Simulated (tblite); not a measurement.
Species: C6H10N2OSi.
Geometry (GFN2-xTB, Å), atoms numbered from 1 in this order:
```
atom  x, y, z in Å
C1    -2.3897    1.0259   -0.2312
C2    -2.5262   -0.2843   -0.4144
C3    -3.7421   -0.8211   -0.9012
N4    -4.7177   -1.2709   -1.3015
C5    -1.4505   -1.3170   -0.1357
N6    -0.2182   -0.7744    0.3509
Si7    1.0996   -0.2904   -0.6221
C8     2.2064    0.6387    0.6403
C9     3.6030    0.9781    0.2068
O10    1.7766    0.9417    1.7320
H11   -3.1934    1.7114   -0.4388
H12   -1.4663    1.4456    0.1309
H13   -1.2452   -1.8584   -1.0646
H14   -1.8547   -2.0423    0.5837
H15   -0.2926   -0.3790    1.2784
H16    1.7926   -1.4645   -1.1600
H17    0.7850    0.6271   -1.7287
H18    4.1380    0.0522    0.0056
H19    4.1299    1.5489    0.9686
H20    3.5602    1.5437   -0.7213
```

Method: GFN2-xTB as coded in tblite; computed harmonic values from a numerical Hessian at the method's own geometry, unscaled. The method is semi-empirical: single wavenumbers can be off by several per cent or more. Modes of hydrogen on silicon can be 10 to 20 % off. One conformer, not necessarily the lowest.

Harmonic wavenumbers (cm⁻¹): 30.9, 34.2, 39.0, 71.3, 100.0, 116.2, 148.2, 248.9, 261.2, 283.0, 290.4, 355.2, 411.9, 445.1, 474.2, 519.3, 547.0, 550.2, 594.0, 626.4, 715.5, 732.9, 813.1, 842.7, 847.4, 906.4, 934.0, 950.2, 973.1, 977.4, 1146.1, 1168.3, 1190.4, 1211.1, 1313.4, 1361.3, 1367.4, 1390.3, 1452.9, 1453.9, 1456.5, 1673.9, 1731.4, 2179.3, 2244.6, 2372.6, 2891.7, 2952.0, 3020.9, 3027.5, 3034.3, 3107.7, 3137.4, 3417.1.

A = 3472, B = 444.3, C = 427.4 MHz; mass 154.056 u (most abundant isotopes); point group C1, symmetry number 1.

Q: What is the zero-point energy?

A: ½Σν̃ = 32071 cm⁻¹ = 91.69 kcal/mol.

Q: Entropy at 298.15 K, 1 bar (ideal gas, RRHO, classical rotation)?

A: Translation 41.03, rotation 30.57, vibration 44.63: S = 116.2 cal/(mol K).

Q: And Cp and H(298.15 K) − H(0)?

A: Cp = 47.03 cal/(mol K), of which vibrations give 39.08 (their classical limit is 54 R = 107.3); H(298.15 K) − H(0) = 8.74 kcal/mol without the zero-point energy, 6.37 from vibrations.

Q: Blend soft modes into free rotors: weight 1/[1 + (100 cm⁻¹/ν̃)⁴] for the oscillator and the rest for a rotor with moment μB/(μ + B), μ = h/(8π²ν), B = 10⁻⁴⁴ kg m². What vibrational entropy results?

A: 38.58 cal/(mol K) in place of 44.63, which changes −T·S at 298.15 K by +1.80 kcal/mol.

Q: Which modes carry the vibrational entropy at 298.15 K?

A: 30.9 cm⁻¹: 5.77; 34.2 cm⁻¹: 5.57; 39.0 cm⁻¹: 5.31; 71.3 cm⁻¹: 4.12; 100.0 cm⁻¹: 3.45; 116.2 cm⁻¹: 3.16 cal/(mol K); the other 48 give 17.25 together.

Q: How do the functions run with temperature in this model?

A: 
```csv
T (K),S (cal/(mol K)),Cp (cal/(mol K)),H − H(0) (kcal/mol),G − H(0) (kcal/mol),ln q(vib)
50,65.5,17.5,0.64,-2.64,1.64
100,79.6,23.8,1.67,-6.28,3.96
373.15,127.6,54.6,12.56,-35.07,14.36
500,145.1,65.2,20.18,-52.39,18.63
750,174.6,79.9,38.47,-92.48,26.33
1000,199.0,89.5,59.73,-139.26,33.21
```

q(vib) and H(0) count from the zero-point level.

Q: What must be added to the electronic energy to get the Gibbs energy at 298.15 K and 1 bar?

A: ZPE + [H(298.15 K) − H(0)] − T·S = 91.69 + 8.74 − 34.65 = 65.78 kcal/mol.

Hindered rotation and anharmonicity are outside this model. Other conformers, if any are populated, would add a mixing term that is left out. The structure is chiral; the term R ln 2 for an equal mix with its mirror image is left out.
